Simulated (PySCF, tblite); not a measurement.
Isomers of C8H6ClP, one GFN2-xTB conformer each. Single-point energies are computed at PBE0/pcSseg-1 (PySCF, gas phase, no added dispersion term), electronic only.

Question: Rank them by PBE0/pcSseg-1 energy, lowest first (kcal/mol).
A. `[CH:1]#[C:2][PH:3][c:4]1[cH:5][cH:6][c:7]([Cl:8])[cH:9][cH:10]1` with C2–P3–C4–C5 46°
B. `C#Cc1ccpc(C)c1Cl`

Answer: B (0.0), A (0.6).

Neighbours under 2.5 kcal/mol apart (C#Cc1ccpc(C)c1Cl and C#CPc1ccc(Cl)cc1) can change places with a better method, another conformer or zero-point energy. GFN2-xTB itself gives, in the same order: 0.0, 2.8. Both levels put the same isomer lowest.

Which frontier levels, dipoles and rotational constants go with these structures?

| SMILES | HOMO (eV, PBE0/pcSseg-1) | LUMO (eV) | dipole (D) | A, B, C (MHz) |
| --- | --- | --- | --- | --- |
| C#Cc1ccpc(C)c1Cl | -6.95 | -2.16 | 0.72 | 1441, 929.3, 566.9 |
| C#CPc1ccc(Cl)cc1 | -6.85 | -0.86 | 1.13 | 2812, 457.4, 407.7 |

What happens when harmonic zero-point energies from GFN2-xTB frequencies are added?

| SMILES | ZPE (kcal/mol) | electronic (kcal/mol) | with ZPE (kcal/mol) |
| --- | --- | --- | --- |
| C#Cc1ccpc(C)c1Cl | 67.9 | 0.0 | 0.8 |
| C#CPc1ccc(Cl)cc1 | 66.5 | 0.6 | 0.0 |

The zero-point energies span 1.4 kcal/mol. C#CPc1ccc(Cl)cc1 becomes the lowest.
